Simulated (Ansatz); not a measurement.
`C[CH](C)[Sn][Cl]` + `C[N](C)[Ge][F]` → `C[N](C)[Sn][Cl]` + `C[CH](C)[Ge][F]`  (redistribution)

Program: Ansatz. Geometries: PBE0-D4/def2-TZVP. ΔE: electronic, gas phase. CCSD(T)/CBS adds triple-zeta CCSD(T) − MP2 to the extrapolated MP2 energy (def2 sets, frozen cores). Functionals use def2-TZVPP. Elements past krypton have def2 core potentials. For Ge, Sn outer-core shells are correlated without core-valence functions, which leaves a few kJ/mol of doubt a bond. Scalar relativity is left out up to krypton. One conformer a species, not always the lowest.

| species | PBE0 energy (Eh) |
| --- | --- |
| `C[CH](C)[Sn][Cl]` | -792.84519 |
| `C[N](C)[Ge][F]` | -2311.04709 |
| `C[N](C)[Sn][Cl]` | -808.89967 |
| `C[CH](C)[Ge][F]` | -2294.98309 |

(1) Work out ΔE.

Largest T1 diagnostic among the species: 0.017.

Answers

(1) ΔE = (-808.89967) + (-2294.98309) − (-792.84519) − (-2311.04709) = 0.00952 Eh = +25.0 kJ/mol. CCSD(T)/CBS gives +22.8 kJ/mol.

From PBE to PBE0 (25 % exact exchange), in def2-TZVPP and without D4, ΔE moves by +3.2 kJ/mol. Leaving LDA and LC-ωPBE aside and taking each functional with its dispersion term where it has one, the values, not all of them listed here, spread over 6.0 kJ/mol, from B97M-V to BHLYP-D4.
